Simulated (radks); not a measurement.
Task: The mean radii <r> (bohr) of the occupied orbitals of an atom or ion are listed with their occupations. All-electron calculation, scalar-relativistic Kohn-Sham, r2SCAN, spin-polarised, spherical densities, finite nucleus; meta-GGA in the generalised Kohn-Sham scheme; Fermi nuclear charge, rms radius of each element as measured or else 0.836 A^(1/3) + 0.57 fm. Program: a radial shooting solver on a logarithmic mesh with Libxc functionals.

| orbital | occ. | <r> |
|---|---|---|
| 1s up | 1 | 0.02232 |
| 1s down | 1 | 0.02232 |
| 2s down | 1 | 0.09509 |
| 2s up | 1 | 0.09509 |
| 2p up | 3 | 0.08390 |
| 2p down | 3 | 0.08390 |
| 3s up | 1 | 0.2493 |
| 3s down | 1 | 0.2490 |
| 3p up | 3 | 0.2479 |
| 3p down | 3 | 0.2476 |
| 3d up | 5 | 0.2261 |
| 3d down | 5 | 0.2258 |
| 4s up | 1 | 0.5658 |
| 4s down | 1 | 0.5657 |
| 4p up | 3 | 0.5986 |
| 4p down | 3 | 0.5984 |
| 4d up | 5 | 0.6518 |
| 4d down | 5 | 0.6527 |
| 5s up | 1 | 1.345 |
| 5s down | 1 | 1.380 |
| 5p up | 3 | 1.554 |
| 5p down | 3 | 1.593 |
| 4f up | 6 | 0.8704 |
| 6s up | 1 | 3.770 |
| 6p up | 2 | 4.715 |

Name the element and its charge. Open shells, if any, are filled with parallel spins first.

Result: Z = 63, europium, charge 0: Eu in [Xe] 4f6 6s1 6p2. The 1s radius gives Z: for a bare nucleus <r> = (2 gamma + 1)/(2Z) with gamma = sqrt(1 - (Z/c)^2), 0.02203 bohr for Z = 63, and screening makes it slightly larger (0.02232 here). The occupations add up to 63, and the charge is Z minus that.
